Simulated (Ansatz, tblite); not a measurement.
Cost and result up the ladder for the cluster PbSe₂⁻ (the lowest doublet isomer of a short search) (3 atoms). The state is a doublet with charge -1. Geometry: r2SCAN-D4/def2-TZVPD.

Cartesian coordinates in Å:
```
Pb 0.5745 0.0056 0.4726
Se 0.0738 2.2025 -0.7014
Se -0.6483 -2.2081 0.2288
```

Ansatz on 4 threads of Arm Neoverse V2 on a shared host; xTB runs through tblite on one thread. Times are rough, summed over both states, and most runs start from the orbitals of an earlier one. PBE0-D4/def2-TZVPD serves as the yardstick here, not as an exact answer. The other state is a triplet.

In the def2 sets Pb takes a core potential; there is no spin–orbit coupling. The xTB rows come from tblite. The order of the spin states hangs on the level: the singlet lies 0.08 eV below the triplet at PBE-D4/def2-TZVPD, but 0.05 eV above it at r2SCAN-D4/def2-TZVPD. The singlet is doubtful at r2SCAN-D4/def2-TZVPD (restricted singlet with a triplet 0.05 eV lower at the same geometry). The structure comes from a short search, and lower isomers may exist.

Raw xTB energies of ions are shifted by several eV, and xTB has no spin-polarisation term.

```json
{"level": "GFN1-xTB", "functions": "22", "wall time": "0.004 s"}
{"level": "GFN2-xTB", "functions": "22", "wall time": "0.004 s"}
{"level": "PBE-D4/def2-TZVPD", "functions": "170", "wall time": "12 s"}
{"level": "PBE0-D4/def2-TZVPD", "functions": "170", "wall time": "19 s"}
{"level": "r2SCAN-D4/def2-TZVPD (with forces)", "functions": "170", "wall time": "30 s"}
```

Task: Estimate what each level gives for the vertical IE (eV).

Result: 
```tsv
level	vertical IE (eV)	difference from PBE0-D4/def2-TZVPD (eV)
GFN1-xTB	6.04	2.74
GFN2-xTB	8.45	5.16
PBE-D4/def2-TZVPD	3.25	-0.04
PBE0-D4/def2-TZVPD	3.29	0.00
r2SCAN-D4/def2-TZVPD (with forces)	3.31	0.02
```
